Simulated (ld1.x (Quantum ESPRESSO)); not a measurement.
## P (Z = 15), ultrasoft: configuration errors across variants

| Item | Value |
| --- | --- |
| Element | phosphorus |
| Generator | ld1.x (Quantum ESPRESSO) 7.5 |
| Type | ultrasoft |
| Functional | PBEsol |
| Relativity | scalar-relativistic |
| Frozen core | [Ne] |
| Valence charge | 5 |
| Reference configuration | 3s2 3p3 |
| Partial waves | 3s (bound): rcut 1.05, rcutus 1.40 bohr; 3s channel at -0.05 Ry: rcut 1.05, rcutus 1.40 bohr; 3p (bound): rcut 1.60, rcutus 1.70 bohr; 3p channel at 4.95 Ry: rcut 1.60, rcutus 1.70 bohr; 3d channel at 0.35 Ry: rcut 1.20, rcutus 1.45 bohr; 3d channel at 1.95 Ry: rcut 1.20, rcutus 1.45 bohr |
| Local potential | all-electron potential smoothed inside 1.60 bohr (lloc = -1) |
| Core correction | a·sin(br)/r model core inside 1.15 bohr |
| Augmentation charge | built from norm-conserving waves at rcut, not smoothed further |

All-electron excitation energies from the reference (eV): (1) 3s2 3p2 9.698; (2) 3s2 3p1 28.810; (3) 3s2 3p0 58.515; (4) 3s2 3p2.5 3.760.

Tests that are not counted but printed errors over 1 eV. “waves 3s (bound): rcut 1.05, rcutus 1.72 bohr; 3s channel at -0.05 Ry: rcut 1.05, rcutus 1.72 bohr”: 3s2 3p1 (pseudo-atom not self-consistent, printed error +15.7 eV). “waves 3s (bound): rcut 1.05, rcutus 1.80 bohr; 3s channel at -0.05 Ry: rcut 1.05, rcutus 1.80 bohr”: 3s2 3p1 (pseudo-atom not self-consistent, printed error -4.8 eV).

4 further variants failed, have other tests or too few solved ones, and are left out.

Errors AE − PS in meV (a dash: test not solved or not reliable):

| change | (1) | (2) | (3) | (4) | bound ghosts |
| --- | --- | --- | --- | --- | --- |
| base | +11 | -371 | +45 | +0.7 | not determined |
| waves 3s (bound): rcut 1.05, rcutus 1.42 bohr; 3s channel at -0.05 Ry: rcut 1.05, rcutus 1.42 bohr | +11 | -371 | +45 | +0.7 | not determined |
| waves 3s (bound): rcut 1.05, rcutus 1.56 bohr; 3s channel at -0.05 Ry: rcut 1.05, rcutus 1.56 bohr | +11 | -371 | +45 | +0.7 | not determined |
| waves 3s (bound): rcut 1.05, rcutus 1.72 bohr; 3s channel at -0.05 Ry: rcut 1.05, rcutus 1.72 bohr | +11 | – | +45 | +0.7 | not determined |
| waves 3s (bound): rcut 1.05, rcutus 1.80 bohr; 3s channel at -0.05 Ry: rcut 1.05, rcutus 1.80 bohr | +11 | – | +46 | +0.7 | not determined |
| waves 3s (bound): rcut 1.05, rcutus 1.96 bohr; 3s channel at -0.05 Ry: rcut 1.05, rcutus 1.96 bohr | +11 | -371 | +47 | +0.7 | not determined |

Q: Give the same row for: waves 3s (bound): rcut 1.05, rcutus 2.08 bohr; 3s channel at -0.05 Ry: rcut 1.05, rcutus 2.08 bohr.

A: +11, –, +49, +0.7; bound ghosts: not determined. Not counted: 3s2 3p1 (solver errors, printed error -9.3 eV).
